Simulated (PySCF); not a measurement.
**ScO(OH): from structure and modes to constants**

Computed with PBE0/[Sc def2-TZVP, O def2-TZVP, H def2-TZVP], no relativity, density fitting, PySCF.

The singlet minimum has Cs symmetry. Masses (u): Sc 44.95591, O 15.99492, H 1.00782.

```xyz
4
charge 0 multiplicity 1, angstrom
Sc   -0.3569    0.0000    0.1247
O     0.6495    0.0000    1.4694
O     0.2934    0.0000   -1.6774
H     1.0958    0.0000   -2.1947
```

Harmonic wavenumbers (cm⁻¹): 169.9 (a', ×1), 435.3 (a', ×1), 472.5 (a'', ×1), 673.3 (a', ×1), 975.9 (a', ×1), 3965.2 (a', ×1).

(1) Find the principal moments of inertia and the rotational constants. What kind of rotor is it?

(2) Find the vibrational entropy and heat capacity at 298.15 K.

(3) Give the standard entropy (298.15 K, 1 bar) by its translational, rotational, vibrational and spin parts, and Cp.

Results:

(1) About the centre of mass I = 14.936, 85.218, 100.15 u Å². With B = 16.8576/I this gives 1.129, 0.1978, 0.1683 cm⁻¹. The molecule is an asymmetric top with κ = -0.94.

(2) With u = 1.43878 ω/T, each mode gives S = R[u/(eᵘ−1) − ln(1−e⁻ᵘ)] and C = R u² eᵘ/(eᵘ−1)².
| ω (cm⁻¹) | u | S (J/(mol K)) | C (J/(mol K)) |
| --- | --- | --- | --- |
| 169.9 | 0.820 | 10.20 | 7.86 |
| 435.3 | 2.101 | 3.52 | 5.83 |
| 472.5 | 2.280 | 3.06 | 5.49 |
| 673.3 | 3.249 | 1.42 | 3.69 |
| 975.9 | 4.710 | 0.43 | 1.69 |
| 3965.2 | 19.135 | 0.00 | 0.00 |
The sums over all modes are S = 18.6 and C = 24.6 J/(mol K); the softest mode gives 55 % of the entropy.

(3) Sackur–Tetrode with M = 77.95 u gives 163.2; rotation with symmetry number 1 gives 97.4; vibration 18.6; spin R ln 1 = 0.0. The total is 279.2 J/(mol K), and Cp = 4 R + 24.6 = 57.8 J/(mol K).

Other isomers or separated fragments may lie lower.
